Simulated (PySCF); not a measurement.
Here is a job for PySCF.
```python
from pyscf import gto, scf, dft

mol = gto.M(
    atom='''
B     0.72191147   -0.07271956    0.28604142
N    -0.47574358    0.04792259   -0.18850285
H     1.78645177   -0.17995280    0.70784191
H    -0.95409398    0.93158201   -0.39777808
H    -1.74767658   -1.49490161   -0.65299913
''',
    basis='sto-3g',
    charge=1,
    verbose=4,
)

mf = dft.RKS(mol)
mf.xc = 'r2scan'
mf.kernel()
```

What does this run give for the number of basis functions, Mulliken (on the basis functions themselves) charges in atom order, HOMO-LUMO gap, HOMO energy?


The number of basis functions is 13 and the Mulliken (on the basis functions themselves) charges in atom order is B1 0.50, N2 -0.35, H3 0.10, H4 0.32, H5 0.43. The HOMO-LUMO gap comes out as 2.05 eV and the HOMO energy comes out as -13.63 eV.
